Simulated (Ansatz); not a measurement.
Consider the formal exchange of groups at the In–S bond: `[OH][In]([SH])[Br]` + CH₄ → `[CH3][In]([OH])[Br]` + H₂S.

Gas-phase electronic energies from Ansatz, PBE0-D4/def2-TZVP geometries. CCSD(T)/CBS is the MP2 limit (def2-TZVPP, def2-QZVPP) plus CCSD(T) − MP2 in def2-TZVPP, frozen cores. This one scheme is used for every species. DFT in def2-TZVPP. B3LYP here is the variant with VWN-RPA as its local correlation; programs differ in this. Elements past krypton have def2 core potentials. For Br, In outer-core shells are correlated without core-valence functions, which leaves a few kJ/mol of doubt a bond. Scalar relativity is left out up to krypton. One conformer a species, not always the lowest.

```
             level  ΔE (kJ/mol)  difference from CCSD(T)/CBS
            PBE-D4         97.1                          0.9
         r2SCAN-D4        101.2                          5.0
           PBE0-D4         99.3                          3.1
          B3LYP-D4         99.3                          3.1
           ωB97X-V         96.2                          0.0
           ωB97M-V         95.9                         -0.3
            B2PLYP         98.1                          1.9
               PBE         96.2                          0.0
            r2SCAN        101.0                          4.8
              PBE0         98.5                          2.3
             B3LYP         97.8                          1.6
     HF/def2-TZVPP        106.9                         10.7
    MP2/def2-TZVPP         95.8                         -0.4
SCS-MP2/def2-TZVPP         95.4                         -0.8
   CCSD/def2-TZVPP         93.5                         -2.7
CCSD(T)/def2-TZVPP         93.8                         -2.4
     HF/def2-QZVPP        106.2                         10.0
    MP2/def2-QZVPP         97.0                          0.8
SCS-MP2/def2-QZVPP         96.6                          0.4
      HF/CBS(def2)        106.1                          9.9
     MP2/CBS(def2)         98.2                          2.0
    CCSD/CBS(def2)         95.9                         -0.3
       CCSD(T)/CBS         96.2                            0
```

Largest T1 diagnostic among the species: 0.013.

In def2-TZVPP, CCSD(T) changes the Hartree–Fock value by −13.1 kJ/mol (the triples alone add +0.3 kJ/mol) and MP2 by −11.1 kJ/mol.
